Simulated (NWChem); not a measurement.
System: C₂H₅ClOSi; SMILES C=C(Cl)[SiH2]O

Output (shortened):

```
             Northwest Computational Chemistry Package (NWChem) 7.3.0
             --------------------------------------------------------

                             Geometry "geometry" -> ""
                             -------------------------

 Output coordinates in angstroms (scale by  1.889725989 to convert to a.u.)

  No.       Tag          Charge          X              Y              Z
 ---- ---------------- ---------- -------------- -------------- --------------
    1 C                    6.0000     1.66680200    -1.21077800    -0.38537900
    2 C                    6.0000     0.57014600    -0.59046000     0.05288100
    3 Cl                  17.0000    -0.87392300    -1.55119900     0.47007600
    4 Si                  14.0000     0.36140900     1.26316700     0.29860300
    5 O                    8.0000    -0.84770600     1.88624100    -0.65669800
    6 H                    1.0000     1.73969500    -2.28985200    -0.49334300
    7 H                    1.0000     2.54128200    -0.62281600    -0.65332100
    8 H                    1.0000     1.61707300     1.91752300    -0.13522200
    9 H                    1.0000     0.10035300     1.49849500     1.74418300
   10 H                    1.0000    -1.73332900     1.51840900    -0.52537200

 Effective nuclear repulsion energy (a.u.)     271.4656572569

                                 NWChem DFT Module
                                 -----------------

 Summary of "ao basis" -> "ao basis" (spherical)
 ------------------------------------------------------------------------------
       Tag                 Description            Shells   Functions and Types
 ---------------- ------------------------------  ------  ---------------------
 C                           6-31g*                  6       14   3s2p1d
 Cl                          6-31g*                  8       18   4s3p1d
 Si                          6-31g*                  8       18   4s3p1d
 O                           6-31g*                  6       14   3s2p1d
 H                           6-31g*                  2        2   2s

 in cosmo_initialize ...
 calling solv_data for solv:toluene

 solvent parameters
 solvname_short: toluene
 solvname_long:  toluene
 dielec:        2.3741
 dielecinf:     2.2383
 nonaqueous SMD model solvent descriptors
 dielec:        2.3741
 sola:          0.0000
 solb:          0.1400
 solc:          0.8570
 solg:         40.2000
 solh:          0.0000
 soln:          1.4961

          ---------------
          -cosmo- solvent
          ---------------
 Cosmo: York-Karplus, doi: 10.1021/jp992097l
 dielectric constant -eps-     =   2.37
 screen = (eps-1)/(eps    )    =   0.57879
 surface charge correction     = lagrangian

   van der Waals surface
 --------------------------

 ---------- ATOMIC COORDINATES (A.U.) ------------ VDWR(ANG.) --
     1    3.14979906   -2.28803865   -0.72826071     1.850
     2    1.07741971   -1.11580761    0.09993060     1.850
     3   -1.65147501   -2.93134106    0.88831483     2.380
     4    0.68296398    2.38703951    0.56427785     2.470
     5   -1.60193206    3.56447864   -1.24097928     2.294
     6    3.28754685   -4.32719283   -0.93228309     1.200
     7    4.80232664   -1.17695158   -1.23459767     1.200
     8    3.05582487    3.62359305   -0.25553253     1.200
     9    0.18963967    2.83174495    3.29602794     1.200
    10   -3.27551686    2.86937695   -0.99280912     1.200
 number of segments per atom =        128
 number of   points per atom =        128
 atom (   nspa,  nppa )
 ----------------------
    1 (     56,     0 )       0
    2 (     12,     0 )       0
    3 (     91,     0 )       0
    4 (     64,     0 )       0
    5 (     81,     0 )       0
    6 (     53,     0 )       0
    7 (     52,     0 )       0
    8 (     34,     0 )       0
    9 (     32,     0 )       0
   10 (      2,     0 )       0
 number of -cosmo- surface points =      477
 molecular surface =    157.537 angstrom**2
 molecular volume  =    151.112 angstrom**3
 -lineq- algorithm             =   0
 -bem- low  level              =   3
 -bem- from -octahedral-
 gaussian surface charge width =   4.50000
 degree of switching           =   1.00000
 switching function tolerance  =   0.00010
 atomic radii =
 --------------
    1  6.000  1.850
    2  6.000  1.850
    3 17.000  2.380
    4 14.000  2.470
    5  8.000  2.294
    6  1.000  1.200
    7  1.000  1.200
    8  1.000  1.200
    9  1.000  1.200
   10  1.000  1.200
 ...... end of -cosmo- initialization ......

 nat:                    10
 ixmem:                  5529
 calling mnsol_interface()
 G(SMD-CDS) energy (kcal/mol)  =    -1.394
 SMD-CDS SASA (angstrom**2)    =   159.220

            General Information
            -------------------
          SCF calculation type: DFT
          Wavefunction type:  closed shell.
          No. of atoms     :    10
          No. of electrons :    56
           Alpha electrons :    28
            Beta electrons :    28
          Charge           :     0
          Spin multiplicity:     1
          Use of symmetry is: off; symmetry adaption is: off
          Maximum number of iterations: 150
          AO basis - number of functions:    88
                     number of shells:    44
          Convergence on energy requested:  1.00D-06
          Convergence on density requested:  1.00D-05
          Convergence on gradient requested:  5.00D-04

              XC Information
              --------------
                         B3LYP Method XC Potential
                     Hartree-Fock (Exact) Exchange  0.200
                        Slater Exchange Functional  0.800 local
                    Becke 1988 Exchange Functional  0.720 non-local
              Lee-Yang-Parr Correlation Functional  0.810
                  VWN I RPA Correlation Functional  0.190 local

             Grid Information
             ----------------
          Grid used for XC integration:  medium
          Radial quadrature: Mura-Knowles
          Angular quadrature: Lebedev.
          Tag              B.-S. Rad. Rad. Pts. Rad. Cut. Ang. Pts.
          ---              ---------- --------- --------- ---------
          C                   0.70       49          11.0       434
          Cl                  1.00       88          11.0       590
          Si                  1.10       88          10.0       590
          O                   0.60       49          12.0       434
          H                   0.35       45          12.0       434
          Grid pruning is: on
          Number of quadrature shells:   548
          Spatial weights used:  Erf1

      Superposition of Atomic Density Guess
      -------------------------------------

 Sum of atomic energies:        -900.83391346

      Non-variational initial energy
      ------------------------------

 Total energy =    -902.775008
 1-e energy   =   -1782.530065
 2-e energy   =     608.289400
 HOMO         =      -0.294312
 LUMO         =      -0.000472

   convergence    iter        energy       DeltaE   RMS-Dens  Diis-err
 ---------------- ----- ----------------- --------- --------- ---------
     COSMO gas phase
 d= 0,ls=0.0,diis     1   -904.0513317316 -1.18D+03  1.43D-02  7.53D-01
 d= 0,ls=0.0,diis     2   -903.9852785963  6.61D-02  9.50D-03  1.42D+00
 d= 0,ls=0.0,diis     3   -904.1320627441 -1.47D-01  1.89D-03  5.63D-02
 d= 0,ls=0.0,diis     4   -904.1373012912 -5.24D-03  8.16D-04  7.84D-03
 d= 0,ls=0.0,diis     5   -904.1382973332 -9.96D-04  2.39D-04  8.28D-04
  Resetting Diis
 d= 0,ls=0.0,diis     6   -904.1383969074 -9.96D-05  7.11D-05  3.31D-05
 d= 0,ls=0.0,diis     7   -904.1384007443 -3.84D-06  4.37D-05  4.55D-06
 d= 0,ls=0.0,diis     8   -904.1384000979  6.46D-07  2.63D-05  9.70D-06
 d= 0,ls=0.0,diis     9   -904.1384013361 -1.24D-06  1.57D-06  2.14D-08
 d= 0,ls=0.0,diis    10   -904.1384013379 -1.87D-09  5.75D-07  5.36D-09

   convergence    iter        energy       DeltaE   RMS-Dens  Diis-err
 ---------------- ----- ----------------- --------- --------- ---------
     COSMO solvation phase
 d= 0,ls=0.0,diis     1   -904.1440042999 -5.60D-03  7.64D-04  5.43D-04
 d= 0,ls=0.0,diis     2   -904.1441507090 -1.46D-04  2.04D-04  2.68D-04
 d= 0,ls=0.0,diis     3   -904.1441738859 -2.32D-05  7.67D-05  1.10D-04
 d= 0,ls=0.0,diis     4   -904.1441861346 -1.22D-05  2.54D-05  6.26D-06
 d= 0,ls=0.0,diis     5   -904.1441868248 -6.90D-07  8.30D-06  9.74D-07

         Total DFT energy =     -904.144186824770
      One electron energy =    -1786.221466709429
           Coulomb energy =      681.204795136227
    Exchange-Corr. energy =      -70.562980991645
 Nuclear repulsion energy =      271.465657256893

             COSMO energy =       -0.030191516816

 Numeric. integr. density =       56.000019875996

                                COSMO-SMD solvation results
                                ---------------------------

             internal energy in gas <Psi(g)|H|Psi(g)> =      -904.138401337933
         internal energy in solvent <Psi(s)|H|Psi(s)> =      -904.138202620018
                               delta internal energy  =         0.000198717916 (    0.12 kcal/mol)
   total free energy in solvent <Psi(s)|H+V/2|Psi(s)> =      -904.141964735195
 polarization energy contribution <Psi(s)|V/2|Psi(s)> =        -0.003762115177 (   -2.36 kcal/mol)
    total free energy in solvent including G(SMD-CDS) =      -904.144186824770
                       G(SMD-CDS) energy contribution =        -0.002222089575 (   -1.39 kcal/mol)
     1 M fixed-concentration free energy of solvation =        -0.005785486837 (   -3.63 kcal/mol)

                       DFT Final Molecular Orbital Analysis
                       ------------------------------------

 Vector   26  Occ=2.000000D+00  E=-3.166460D-01
              MO Center= -3.2D-01,  7.8D-01,  1.9D-01, r^2= 4.5D+00
   Bfn.  Coefficient  Atom+Function         Bfn.  Coefficient  Atom+Function
  ----- ------------  ---------------      ----- ------------  ---------------
    69      0.354460   5 O  pz               36      0.323014   3 Cl py
    73      0.267074   5 O  pz               86     -0.257484   9 H  s
    84      0.203459   8 H  s                85     -0.174178   9 H  s
    40      0.172723   3 Cl py               35     -0.165925   3 Cl px
    55     -0.166444   4 Si pz               68      0.159792   5 O  py

 Vector   27  Occ=2.000000D+00  E=-2.983046D-01
              MO Center= -3.0D-01, -1.5D-01,  1.6D-01, r^2= 4.1D+00
   Bfn.  Coefficient  Atom+Function         Bfn.  Coefficient  Atom+Function
  ----- ------------  ---------------      ----- ------------  ---------------
    36      0.449735   3 Cl py               18     -0.268908   2 C  py
    40      0.260813   3 Cl py               68     -0.238712   5 O  py
    54      0.205709   4 Si py               20     -0.200135   2 C  s
    69     -0.193651   5 O  pz               72     -0.188253   5 O  py
    32     -0.175038   3 Cl py               86      0.155628   9 H  s

 Vector   28  Occ=2.000000D+00  E=-2.686454D-01
              MO Center=  5.0D-01, -1.1D+00,  3.3D-02, r^2= 2.8D+00
   Bfn.  Coefficient  Atom+Function         Bfn.  Coefficient  Atom+Function
  ----- ------------  ---------------      ----- ------------  ---------------
    37      0.419975   3 Cl pz                5     -0.338758   1 C  pz
    19     -0.294292   2 C  pz               41      0.257012   3 Cl pz
     9     -0.252640   1 C  pz               23     -0.190017   2 C  pz
    33     -0.162144   3 Cl pz               35      0.141467   3 Cl px
     3     -0.120139   1 C  px               17     -0.103134   2 C  px

 Vector   29  Occ=0.000000D+00  E=-2.571517D-02
              MO Center=  9.1D-01, -4.5D-01, -8.1D-02, r^2= 3.5D+00
   Bfn.  Coefficient  Atom+Function         Bfn.  Coefficient  Atom+Function
  ----- ------------  ---------------      ----- ------------  ---------------
     9      0.515288   1 C  pz               23     -0.419085   2 C  pz
     5      0.377563   1 C  pz               19     -0.310162   2 C  pz
    70     -0.301356   5 O  s                57     -0.254814   4 Si px
    59     -0.211411   4 Si pz               58      0.191847   4 Si py
     7      0.173779   1 C  px               21     -0.159106   2 C  px

 Vector   30  Occ=0.000000D+00  E= 1.492734D-02
              MO Center=  6.8D-03, -7.8D-01,  2.7D-01, r^2= 4.0D+00
   Bfn.  Coefficient  Atom+Function         Bfn.  Coefficient  Atom+Function
  ----- ------------  ---------------      ----- ------------  ---------------
    20      0.903006   2 C  s                39     -0.612492   3 Cl px
    38     -0.517386   3 Cl s                21     -0.514216   2 C  px
    40     -0.416602   3 Cl py               80     -0.322549   6 H  s
    35     -0.318445   3 Cl px               23      0.302885   2 C  pz
    17     -0.275491   2 C  px               36     -0.264721   3 Cl py

 Vector   31  Occ=0.000000D+00  E= 3.981614D-02
              MO Center= -2.4D-01,  7.2D-01,  1.2D-01, r^2= 5.3D+00
   Bfn.  Coefficient  Atom+Function         Bfn.  Coefficient  Atom+Function
  ----- ------------  ---------------      ----- ------------  ---------------
    57      0.794638   4 Si px               70      0.733691   5 O  s
    20      0.462581   2 C  s                88     -0.385004  10 H  s
    21     -0.382217   2 C  px               59      0.370255   4 Si pz
    38     -0.307279   3 Cl s                23     -0.289130   2 C  pz
    39     -0.272557   3 Cl px                9      0.207754   1 C  pz

     Multipole analysis of the density
     ---------------------------------

     L   x y z        total         alpha         beta         nuclear
     -   - - -        -----         -----         ----         -------
     0   0 0 0      0.000000    -28.000000    -28.000000     56.000000

     1   1 0 0      0.309217     -0.892441     -0.892441      2.094098
     1   0 1 0     -0.152585      2.174169      2.174169     -4.500923
     1   0 0 1      0.023890     -4.580171     -4.580171      9.184233

     2   2 0 0    -27.971348   -110.931015   -110.931015    193.890682
     2   1 1 0     -2.104042      3.287996      3.287996     -8.680034
     2   1 0 1     -0.568514     11.043445     11.043445    -22.655403
     2   0 2 0    -35.358184   -225.611905   -225.611905    415.865626
     2   0 1 1      2.150701     21.286677     21.286677    -40.422654
     2   0 0 2    -34.705618    -41.224296    -41.224296     47.742973
```

Level: B3LYP/6-31G* (spherical d), SMD on the gas-phase geometry. Geometry: optimised at B3LYP/6-31G* (spherical d). Solvent: toluene.

### Question
Reconstruct the input file.

### Answer
This is not unique; one that fits is the input that was run:
```
start job
memory heap 200 mb stack 900 mb global 1100 mb
geometry units angstroms noautosym nocenter noautoz
  C      1.666802    -1.210778    -0.385379
  C      0.570146    -0.590460     0.052881
  Cl    -0.873923    -1.551199     0.470076
  Si     0.361409     1.263167     0.298603
  O     -0.847706     1.886241    -0.656698
  H      1.739695    -2.289852    -0.493343
  H      2.541282    -0.622816    -0.653321
  H      1.617073     1.917523    -0.135222
  H      0.100353     1.498495     1.744183
  H     -1.733329     1.518409    -0.525372
end
basis spherical
  * library 6-31g*
end
dft
  xc b3lyp
  iterations 150
end
cosmo
  do_cosmo_smd true
  solvent toluene
end
task dft energy
```
